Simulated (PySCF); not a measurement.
PySCF input for trans-dichloroethylene (C₂H₂Cl₂), SMILES C(=C\Cl)/Cl, TPSSh-D3(BJ)/def2-SVP. Coordinates come from a TPSSh-D3(BJ)/def2-SVP optimisation.

```python
import numpy as np
from pyscf import gto, scf, dft, df
from pyscf.hessian import thermo

mol = gto.M(
    atom='''
    Cl   -0.05051980    2.15761351    0.00000000
    C     0.44574446    0.49773990    0.00000000
    C    -0.44574446   -0.49773990    0.00000000
    Cl    0.05051980   -2.15761351    0.00000000
    H     1.52562745    0.34205512    0.00000000
    H    -1.52562745   -0.34205512    0.00000000
    ''',
    basis='def2-SVP',
    charge=0,
    spin=0,
    max_memory=1600,
    verbose=3,
)
mf = dft.RKS(mol, xc='tpssh').density_fit(auxbasis='def2-universal-jkfit')
mf.disp = 'd3bj'
mf.grids.level = 4
mf.conv_tol = 1e-11
mf.max_cycle = 100
mf.kernel()

# [left out here: the lines that compute and print the analytic Hessian (its translational invariance restored by hand, since the grid's response is missing), thermochemistry and intensities]
```

Log of the run:

```
converged SCF energy = -997.481395300776

WARN: MGGA Hessian is sensitive to dft grids. grids.level 4 may not be dense enough.


WARN: DFTD3 does not support analytical Hessian, using finite difference


WARN: Mole.unit (angstrom) is changed to Bohr

Mode                                 0                   1                   2
Irrep
Freq [cm^-1]                      215.1192            230.7099            349.6566
Reduced mass [au]                   8.4517              6.4226             19.6511
Force const [Dyne/A]                0.2304              0.2014              1.4155
Char temp [K]                     309.5087            331.9402            503.0780
Normal mode                   x     y     z       x     y     z       x     y     z
       0  Cl                -0.00 -0.00  0.06   -0.06 -0.02 -0.00   -0.00 -0.11 -0.00
       1   C                 0.00  0.00 -0.17    0.16  0.04  0.00    0.03 -0.04  0.00
       2   C                 0.00  0.00 -0.17    0.16  0.04  0.00   -0.03  0.04  0.00
       3  Cl                -0.00 -0.00  0.06   -0.06 -0.02 -0.00    0.00  0.11 -0.00
       4   H                 0.00  0.00 -0.16    0.17  0.13  0.00    0.03 -0.09  0.00
       5   H                 0.00  0.00 -0.16    0.17  0.13  0.00   -0.03  0.09  0.00
Mode                                 3                   4                   5
Irrep
Freq [cm^-1]                      776.5416            827.3975            851.1556
Reduced mass [au]                   1.8248              9.5636              4.4888
Force const [Dyne/A]                0.6483              3.8574              1.9160
Char temp [K]                    1117.2704           1190.4409           1224.6234
Normal mode                   x     y     z       x     y     z       x     y     z
       0  Cl                 0.00 -0.00  0.01   -0.02  0.06  0.00    0.02 -0.04 -0.00
       1   C                -0.00  0.00 -0.14    0.04 -0.16 -0.00   -0.13  0.11  0.00
       2   C                 0.00 -0.00  0.14    0.04 -0.16  0.00    0.13 -0.11 -0.00
       3  Cl                -0.00  0.00 -0.01   -0.02  0.06  0.00   -0.02  0.04  0.00
       4   H                -0.00  0.00  0.50    0.05 -0.13 -0.00   -0.11  0.26 -0.00
       5   H                 0.00 -0.00 -0.50    0.05 -0.13 -0.00    0.11 -0.26  0.00
Mode                                 6                   7                   8
Irrep
Freq [cm^-1]                      923.4423           1198.1926           1278.5892
Reduced mass [au]                   1.0831              1.1081              1.1890
Force const [Dyne/A]                0.5442              0.9373              1.1452
Char temp [K]                    1328.6279           1723.9324           1839.6052
Normal mode                   x     y     z       x     y     z       x     y     z
       0  Cl                -0.00  0.00 -0.00    0.01 -0.00  0.00    0.00 -0.00 -0.00
       1   C                 0.00 -0.00 -0.06   -0.03 -0.05 -0.00    0.08 -0.02  0.00
       2   C                -0.00 -0.00 -0.06   -0.03 -0.05 -0.00   -0.08  0.02 -0.00
       3  Cl                 0.00  0.00 -0.00    0.01 -0.00  0.00   -0.00  0.00 -0.00
       4   H                 0.00 -0.00  0.68    0.06  0.67 -0.00    0.17  0.62 -0.00
       5   H                -0.00  0.00  0.68    0.06  0.67 -0.00   -0.17 -0.62  0.00
Mode                                 9                  10                  11
Irrep
Freq [cm^-1]                     1648.8021           3223.6199           3228.6437
Reduced mass [au]                   6.9842              1.0863              1.1043
Force const [Dyne/A]               11.1867              6.6511              6.7825
Char temp [K]                    2372.2591           4638.0712           4645.2995
Normal mode                   x     y     z       x     y     z       x     y     z
       0  Cl                 0.00  0.00  0.00    0.00 -0.00  0.00   -0.00  0.00  0.00
       1   C                -0.11 -0.16 -0.00   -0.06  0.01 -0.00    0.06  0.00  0.00
       2   C                 0.11  0.16  0.00   -0.06  0.01 -0.00   -0.06 -0.00 -0.00
       3  Cl                -0.00 -0.00 -0.00    0.00 -0.00  0.00    0.00 -0.00  0.00
       4   H                -0.11  0.14  0.00    0.67 -0.08  0.00   -0.66  0.09 -0.00
       5   H                 0.11 -0.14 -0.00    0.67 -0.08  0.00    0.66 -0.09 -0.00
temperature 298.1500 [K]
pressure 101325.00 [Pa]
Rotational constants [GHz] 52.42190 1.50297 1.46108
Symmetry number 2
Zero-point energy (ZPE) 0.03361 [Eh]   88235.779 [J/mol]
                           tot       elec      trans        rot        vib
Entropy [J/mol/K]       290.849      0.000    165.792    100.669     24.388
Cv [J/mol/K]             58.135      0.000     12.472     12.472     33.191
Cp [J/mol/K]             66.449      0.000     20.786     12.472     33.191
Internal energy [J/mol]                      3718.434   3718.434  92739.918
Internal energy [Eh]   -997.44324  -997.48140
Enthalpy [J/mol]                             6197.391   3718.434  92739.918
Enthalpy [Eh]          -997.44230
Gibbs free energy [J/mol]                  -43233.561 -26296.043  85468.774
Gibbs free energy [Eh] -997.47532
static polarisability / bohr^3: [[32.517  2.008 -0.   ]
 [ 2.006 67.541 -0.   ]
 [ 0.     0.    20.307]]
largest difference of analytic and finite-field dipole derivatives / e: 0.00023074577969229432
mode   freq/cm-1   IR/(km/mol)   Raman/(A^4/amu)   depolarisation
   1      215.12         0.229             0.000            0.321
   2      230.71         3.732             0.000            0.596
   3      349.66         0.000             8.094            0.414
   4      776.54         0.000             7.132            0.750
   5      827.40       131.599             0.000            0.486
   6      851.16         0.000             7.409            0.383
   7      923.44        62.786             0.000            0.496
   8     1198.19        14.992             0.000            0.436
   9     1278.59         0.000            15.647            0.452
  10     1648.80         0.000            31.652            0.118
  11     3223.62        10.887             0.000            0.431
  12     3228.64         0.000           141.287            0.282
max |gradient| / (hartree/bohr): 1.122445619974447e-06
APT charges: [-0.3027  0.2414  0.2414 -0.3027  0.0614  0.0614]
```

The run converged.
